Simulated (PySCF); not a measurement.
Chlorine: a sound run and one with changed settings

Sound run: Cl⁺ [Ne] 3s2 3p4, Cl²⁺ [Ne] 3s2 3p3. All numbers are calculated (PySCF 2.14, the non-relativistic Hamiltonian (point nucleus), in 6-31G*). In the sound run the correlated levels freeze [Ne]. The sound run starts from symmetry-adapted Hartree-Fock orbitals and uses a fine grid where one is needed.

Changed run: a valence shell is frozen. This setting is unsound on purpose.

```csv
species,method,sound run (hartree),changed run (hartree),converged
Cl⁺,MP2,-459.09745,-459.05351,yes
Cl⁺,CCSD(T),-459.11733,-459.06226,yes
Cl²⁺,MP2,-458.25727,-458.20362,yes
Cl²⁺,CCSD(T),-458.27692,-458.20888,yes
```

Ionisation energy of Cl⁺:

```json
{"method": "UHF", "sound run (eV)": "22.497", "changed run (eV)": "22.497"}
{"method": "MP2", "sound run (eV)": "22.863", "changed run (eV)": "23.127"}
{"method": "SCS-MP2", "sound run (eV)": "22.888", "changed run (eV)": "23.277"}
{"method": "CCSD", "sound run (eV)": "22.859", "changed run (eV)": "23.217"}
{"method": "CCSD(T)", "sound run (eV)": "22.869", "changed run (eV)": "23.222"}
```

Freezing a valence shell removes pair correlation that changes on ionisation.

For comparison, NIST gives 23.814 eV between the lowest levels.
